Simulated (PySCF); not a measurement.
Bonds (- single, = double, # triple, : aromatic): C1-C2 1.454 Å, C2#C3 1.207 Å, C3-C4 1.396 Å, C4:C5 1.407 Å, C5:N6 1.326 Å, N6:N7 1.345 Å, N7:C8 1.326 Å, C8:C4 1.407 Å. C1 carries H9, H10, H11; C5 carries H12; C8 carries H13. Formal charges: N7 -1.

Total charge -1.

Geometry: GFN2-xTB; GIAO shifts from PySCF, gas phase, non-relativistic, averaged over equivalent atoms.

At PBE0/6-31G* (122 basis functions, 31 s wall time (27 s CPU) on 1 thread of an Intel Xeon, shared host):
| atoms | δ (ppm) |
| --- | --- |
| C5/C8 | 132.2 |
| C4 | 87.5 |
| C3 | 82.8 |
| C2 | 70.6 |
| C1 | 9.4 |
| N6/N7 | 320.9 |
| H12/H13 | 7.09 |
| H9/H10/H11 | 1.99 |

References, each an isolated molecule treated in the same way: 13C (σref 196.39) and 1H (σref 32.41) vs TMS; NH3 for 15N (σref 261.43).

**Question.** Estimate the result of repeating the calculation with OLYP/cc-pVDZ.

**Answer.** 
```tsv
atoms	δ at OLYP/cc-pVDZ	change
C5/C8	130.0	-2.2
C4	87.7	+0.2
C3	84.2	+1.4
C2	72.1	+1.5
C1	11.1	+1.7
N6/N7	332.9	+12.0
H12/H13	7.11	+0.02
H9/H10/H11	2.40	+0.41
```

δ = σ(ref) − σ, references computed at the same level: 13C (σref 195.07) and 1H (σref 31.76) against TMS; NH3 for 15N (σref 272.90).

The largest change is at N6/N7 (pyridine-type nitrogen of an azole). Cost: 137 basis functions, 61 s wall time (49 s CPU) on 1 thread of an Intel Xeon, shared host. The order of the carbon signals is the same at both levels.

Experimental scales use liquid or dissolved standards, which lie at an offset from isolated NH3 (liquid NH3: subtract about 20 ppm). Unscaled 15N shifts of sp2 nitrogen come out 20 to 40 ppm too high even then.
